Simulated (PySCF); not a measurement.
**Computed properties of CH₃BeClS, SMILES C[S][Be][Cl]**

Be(Cl)(SMe) (CH3BeClS), SMILES C[S][Be][Cl]. The structure is a stationary point at B3LYP-D3(BJ)/def2-SVP. The values are those of a single conformer. All values are computed for the isolated molecule unless a solvent is named; none is compared with measurement here.

**Structure.** The optimised structure has Cs symmetry. All 15 harmonic modes at B3LYP-D3(BJ)/def2-SVP (PySCF) are real, so it is a minimum. With heavy atoms numbered as in [Be:1]([Cl:2])[S:3][CH3:4], the shortest bond between them is Be1–Cl2 at 1.818 Å and the longest Be1–S3 at 1.893 Å.

**Vibrations.** The strongest infrared lines (harmonic, unscaled, degenerate partners summed) lie at 1098 cm⁻¹ (334 km/mol, Be 87 %), 228 cm⁻¹ (23 km/mol, Be 88 %), 3054 cm⁻¹ (21 km/mol, H 98 %). The softest mode is at 65 cm⁻¹ and the zero-point energy is 26.3 kcal/mol.

**Electronic structure.** HF/def2-TZVPD (PySCF) places the frontier levels at -9.98 and 1.15 eV, a gap of 11.13 eV, and gives a dipole moment of 1.83 D and a mean polarisability of 59.6 bohr³.

**Excitations.** TDDFT-ωB97X/def2-SVPD (PySCF) has S1 at 5.08 eV (244 nm, f = 0.000, dark); the most intense of the 10 singlets computed lies at 7.89 eV (f = 0.15). T1 (TDA) is at 4.81 eV. No vertical singlet excitation falls in the visible range (under 3.1 eV).

**NMR.** GIAO shifts at KT2/pcSseg-2 (PySCF) (non-relativistic, atoms alike by connectivity averaged): ¹³C at 12.7 ppm against TMS; ¹H at 2.5 ppm against TMS. Without spin–orbit terms, shifts of atoms bonded to Cl or Br come out too high.
